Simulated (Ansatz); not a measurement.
Species: CH8N3Si (charge 0, doublet). It need not be the lowest isomer of its formula. SMILES: [CH2][Si](N)(N)N
Geometry from a B3LYP-D3(BJ)/def2-TZVP (Ansatz, a program for electronic structure) optimisation:
```xyz
13

Si     0.0083    -0.0146    -0.0043
C      1.7198    -0.5763    -0.4047
N     -0.3969    -0.8184     1.4653
N     -0.8902    -0.2378    -1.4579
N     -0.2670     1.6435     0.3715
H      2.4306    -0.8822     0.3559
H      2.1332    -0.5320    -1.4069
H     -1.2755    -0.6303     1.9229
H     -0.0984    -1.7673     1.6249
H     -1.8547     0.0515    -1.5098
H     -0.7175    -1.0385    -2.0446
H      0.0492     2.0144     1.2534
H     -0.2231     2.3349    -0.3602
```
Charge 0, spin multiplicity 2.

Computed values are from Ansatz. Valence correlation only, unless marked. UHF or UKS for open shells. Spin-orbit coupling is left out. No relativistic terms. Basis-set limits of correlation are two-point, X^-3; Hartree-Fock from the larger set.

What is the dipole moment at CCSD(T)/aug-cc-pV(D+d)Z?

0.68 D.

What is the atomisation energy De at CCSD(T)/CBS(cc-pV(T+d)Z,cc-pV(Q+d)Z)?

1115.6 kcal/mol.

What is the T1 diagnostic at CCSD/cc-pV(Q+d)Z?

0.011.

What is the total energy at CCSD(T)/CBS(cc-pV(T+d)Z,cc-pV(Q+d)Z)?

-496.0965 Eh.
